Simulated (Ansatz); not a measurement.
Cartesian coordinates in Å:
```
C -0.7707 -0.3789 -2.0406
C 0.0430 0.3103 -1.2428
N 0.2735 0.0937 0.1146
Ge -0.6417 -1.2902 0.9669
Si 1.2042 1.2231 1.0107
Cl 0.0609 2.7354 1.8231
H -0.8418 -0.1186 -3.0872
H -1.3810 -1.2059 -1.6954
H 0.6180 1.1326 -1.6659
H -2.1533 -1.0587 0.8379
H -0.2401 -2.6155 0.3056
H -0.1884 -1.2245 2.4292
H 1.8441 0.5312 2.1480
H 2.1732 1.8660 0.0961
```

The species carries charge 0 and has multiplicity 1.

(1) List the ωB97M-V/def2-TZVPP orbital energies in eV (the Gaussian-basis code of Ansatz). (Best estimate.)

Answers

(1) Computed: Occupied: -10867.04, -2771.76, -1808.18, -1362.87, -1210.61, -1210.59, -1210.59, -394.97, -282.73, -281.07, -262.17, -199.63, -199.53, -199.52, -174.68, -149.13, -123.95, -123.90, -123.89, -103.28, -103.23, -103.21, -36.79, -36.73, -36.71, -36.65, -36.64, -28.05, -25.70, -23.42, -19.80, -18.53, -17.34, -15.72, -15.20, -14.05, -13.36, -13.12, -12.74, -12.35, -12.08, -11.69, -11.49, -11.13, -8.74. Lowest empty: 1.97, 2.13, 2.46, 2.59, 2.85, 3.18, 3.35, 3.54.
